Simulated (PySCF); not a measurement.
C2H7NSi2, SMILES [SiH3][SiH2]CC#N.

The structure is a stationary point at B3LYP-D3(BJ)/def2-SVP. The structure was generated by enumeration, and PubChem lists no compound with its InChIKey, so it may never have been made. The values are those of a single conformer.

Two levels are set side by side: PBE/def2-TZVP (PySCF) and ωB97X/def2-TZVP (PySCF). Same geometry, gas phase. Differences are taken from unrounded values.

```json
[
 {"quantity": "orbital gap (eV)", "ωB97X": "12.39", "PBE": "6.14", "PBE minus ωB97X": "-6.25"},
 {"quantity": "highest occupied level (eV)", "ωB97X": "-10.84", "PBE": "-7.40", "PBE minus ωB97X": "3.43"},
 {"quantity": "lowest empty level (eV)", "ωB97X": "1.56", "PBE": "-1.26", "PBE minus ωB97X": "-2.82"},
 {"quantity": "dipole moment (D)", "ωB97X": "3.88", "PBE": "3.74", "PBE minus ωB97X": "-0.14"},
 {"quantity": "mean polarisability (bohr³)", "ωB97X": "82.0", "PBE": "85.9", "PBE minus ωB97X": "3.9"}
]
```

PBE's occupied levels lie high since its potential decays too fast outside the molecule; exact exchange lowers them and widens the gap. PBE's more diffuse valence density responds more strongly to a field. Differences between two approximate levels are no errors against the true value.

Rough cost on one machine, each run with all the roots and properties that it gave: ωB97X against PBE within a factor of 2.
